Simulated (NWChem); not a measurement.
System: C4H4OS; SMILES C1C(=O)SC1=C

Here is an NWChem input.

```
start job
memory heap 200 mb stack 900 mb global 1100 mb
geometry units angstroms noautoz
  C      0.296773    -2.380265     0.000000
  C      0.215014    -1.053274     0.000000
  C      1.258741     0.038829     0.000000
  C      0.234800     1.159873     0.000000
  O      0.306736     2.342913     0.000000
  S     -1.195602     0.029994     0.000000
  H      1.274009    -2.869647     0.000000
  H     -0.592139    -3.014151     0.000000
  H      1.904051     0.064598    -0.894125
  H      1.904051     0.064598     0.894125
end
basis spherical
  C library 6-31g*
  O library 6-31g*
  S library 6-31g*
  H library 6-31g*
end
dft
  xc becke88 lyp
  iterations 150
  mulliken
end
task dft energy
```

Parts of the log:

```
             Northwest Computational Chemistry Package (NWChem) 7.3.0
             --------------------------------------------------------

 CS  symmetry detected

                             Geometry "geometry" -> ""
                             -------------------------

 Output coordinates in angstroms (scale by  1.889725989 to convert to a.u.)

  No.       Tag          Charge          X              Y              Z
 ---- ---------------- ---------- -------------- -------------- --------------
    1 C                    6.0000     0.33108714    -2.37725418     0.00000000
    2 C                    6.0000     0.23184806    -1.05145584     0.00000000
    3 C                    6.0000     1.26109262     0.05430664     0.00000000
    4 C                    6.0000     0.22246734     1.16175972     0.00000000
    5 O                    8.0000     0.27880691     2.34564497     0.00000000
    6 S                   16.0000    -1.19292083     0.01312890     0.00000000
    7 H                    1.0000     1.31468739    -2.85371560     0.00000000
    8 H                    1.0000    -0.54939428    -3.02279929     0.00000000
    9 H                    1.0000     1.90600700     0.08857734    -0.89412500
   10 H                    1.0000     1.90600700     0.08857734     0.89412500

 Effective nuclear repulsion energy (a.u.)     266.6428368970

      Symmetry information
      --------------------

 Group name             Cs
 Group number              2
 Group order               2
 No. of unique centers     9

                                 NWChem DFT Module
                                 -----------------

 Summary of "ao basis" -> "ao basis" (spherical)
 ------------------------------------------------------------------------------
       Tag                 Description            Shells   Functions and Types
 ---------------- ------------------------------  ------  ---------------------
 C                           6-31g*                  6       14   3s2p1d
 O                           6-31g*                  6       14   3s2p1d
 S                           6-31g*                  8       18   4s3p1d
 H                           6-31g*                  2        2   2s

      Symmetry analysis of basis
      --------------------------

        a'         69
        a"         27

            General Information
            -------------------
          SCF calculation type: DFT
          Wavefunction type:  closed shell.
          No. of atoms     :    10
          No. of electrons :    52
           Alpha electrons :    26
            Beta electrons :    26
          Charge           :     0
          Spin multiplicity:     1
          Use of symmetry is: on ; symmetry adaption is: on
          Maximum number of iterations: 150
          AO basis - number of functions:    96
                     number of shells:    46
          Convergence on energy requested:  1.00D-06
          Convergence on density requested:  1.00D-05
          Convergence on gradient requested:  5.00D-04

              XC Information
              --------------
                    Becke 1988 Exchange Functional  1.000
              Lee-Yang-Parr Correlation Functional  1.000

             Grid Information
             ----------------
          Grid used for XC integration:  medium
          Radial quadrature: Mura-Knowles
          Angular quadrature: Lebedev.
          Tag              B.-S. Rad. Rad. Pts. Rad. Cut. Ang. Pts.
          ---              ---------- --------- --------- ---------
          C                   0.70       49          11.0       434
          O                   0.60       49          12.0       434
          S                   1.00       88          10.0       590
          H                   0.35       45          11.0       434
          Grid pruning is: on
          Number of quadrature shells:   468
          Spatial weights used:  Erf1

      Superposition of Atomic Density Guess
      -------------------------------------

 Sum of atomic energies:        -624.84397994

      Non-variational initial energy
      ------------------------------

 Total energy =    -628.073871
 1-e energy   =   -1386.922237
 2-e energy   =     492.205530
 HOMO         =      -0.254982
 LUMO         =       0.021353

      Symmetry analysis of molecular orbitals - initial
      -------------------------------------------------

  Numbering of irreducible representations:

     1 a'          2 a"

  Orbital symmetries:

     1 a'          2 a'          3 a'          4 a'          5 a'
     6 a'          7 a'          8 a'          9 a'         10 a"
    11 a'         12 a'         13 a'         14 a'         15 a'
    16 a'         17 a'         18 a"         19 a'         20 a'
    21 a"         22 a'         23 a'         24 a"         25 a'
    26 a"         27 a"         28 a'         29 a"         30 a'
    31 a'         32 a'         33 a'         34 a"         35 a'
    36 a'

     ---------------------------------------------
      Total Density - Mulliken Population Analysis
     ---------------------------------------------

    Atom       Charge   Shell Charges
 -----------   ------   -------------------------------------------------------
    1 C    6     6.64   2.00  0.74  2.04  0.62  1.22  0.03
    2 C    6     5.91   2.00  0.71  1.72  0.54  0.90  0.05
    3 C    6     6.44   2.00  0.72  1.96  0.63  1.09  0.03
    4 C    6     5.20   2.00  0.68  1.42  0.50  0.52  0.09
    5 O    8     8.82   2.00  0.95  3.10  0.94  1.81  0.02
    6 S   16    15.96   2.00  2.00  5.98  1.34  2.95  0.49  1.16  0.05
    7 H    1     0.77   0.46  0.31
    8 H    1     0.77   0.46  0.31
    9 H    1     0.75   0.45  0.30
   10 H    1     0.75   0.45  0.30

   convergence    iter        energy       DeltaE   RMS-Dens  Diis-err
 ---------------- ----- ----------------- --------- --------- ---------
 d= 0,ls=0.0,diis     1   -627.9315572816 -8.95D+02  2.84D-02  1.44D+00
 d= 0,ls=0.0,diis     2   -626.8017336174  1.13D+00  2.43D-02  1.23D+01
 d= 0,ls=0.0,diis     3   -628.0609735239 -1.26D+00  1.02D-02  3.04D-01
 d= 0,ls=0.0,diis     4   -628.0654545753 -4.48D-03  5.94D-03  2.41D-01
 d= 0,ls=0.0,diis     5   -628.1019389209 -3.65D-02  9.44D-04  7.99D-03
  Resetting Diis
 d= 0,ls=0.0,diis     6   -628.1026334978 -6.95D-04  4.51D-04  3.07D-03
 d= 0,ls=0.0,diis     7   -628.1030247132 -3.91D-04  4.12D-04  1.62D-04
 d= 0,ls=0.0,diis     8   -628.1029198016  1.05D-04  2.84D-04  8.31D-04
 d= 0,ls=0.0,diis     9   -628.1030463640 -1.27D-04  4.81D-05  3.52D-05
 d= 0,ls=0.0,diis    10   -628.1030498945 -3.53D-06  1.20D-05  3.25D-06
 d= 0,ls=0.0,diis    11   -628.1030502421 -3.48D-07  3.09D-06  9.28D-08

         Total DFT energy =     -628.103050242062
      One electron energy =    -1390.385515702223
           Coulomb energy =      553.038635857959
    Exchange-Corr. energy =      -57.399007294805
 Nuclear repulsion energy =      266.642836897007

 Numeric. integr. density =       52.000008424943

                  Occupations of the irreducible representations
                  ----------------------------------------------

                     irrep           alpha         beta
                     --------     --------     --------
                     a'               21.0         21.0
                     a"                5.0          5.0

                       DFT Final Molecular Orbital Analysis
                       ------------------------------------

 Vector   24  Occ=2.000000D+00  E=-2.767880D-01  Symmetry=a"
              MO Center= -1.5D-01, -5.9D-01,  1.7D-16, r^2= 3.0D+00
   Bfn.  Coefficient  Atom+Function         Bfn.  Coefficient  Atom+Function
  ----- ------------  ---------------      ----- ------------  ---------------
    79      0.441754   6 S  pz               19      0.318871   2 C  pz
    83      0.224779   6 S  pz                5      0.222762   1 C  pz
    23      0.210521   2 C  pz               75     -0.170147   6 S  pz
    33     -0.138612   3 C  pz                9      0.129240   1 C  pz
    61     -0.128196   5 O  pz               94      0.123241   9 H  s

 Vector   25  Occ=2.000000D+00  E=-2.198928D-01  Symmetry=a'
              MO Center= -3.7D-02,  1.3D+00, -1.1D-15, r^2= 2.9D+00
   Bfn.  Coefficient  Atom+Function         Bfn.  Coefficient  Atom+Function
  ----- ------------  ---------------      ----- ------------  ---------------
    59      0.509232   5 O  px               63      0.354432   5 O  px
    34     -0.351318   3 C  s                77      0.335235   6 S  px
    78      0.277962   6 S  py               35      0.189429   3 C  px
    31      0.174854   3 C  px               81      0.174886   6 S  px
    32     -0.164581   3 C  py               73     -0.125184   6 S  px

 Vector   26  Occ=2.000000D+00  E=-2.019371D-01  Symmetry=a"
              MO Center= -3.0D-01, -8.1D-01,  2.1D-16, r^2= 3.7D+00
   Bfn.  Coefficient  Atom+Function         Bfn.  Coefficient  Atom+Function
  ----- ------------  ---------------      ----- ------------  ---------------
    79      0.480817   6 S  pz                5     -0.357984   1 C  pz
     9     -0.280230   1 C  pz               83      0.277734   6 S  pz
    19     -0.240865   2 C  pz               61     -0.190641   5 O  pz
    75     -0.180030   6 S  pz               65     -0.150617   5 O  pz
    23     -0.147277   2 C  pz               51      0.061927   4 C  pz

[...]
```

Level: BLYP/6-31G* (spherical d). The geometry was optimised at PBE0/def2-SVP.
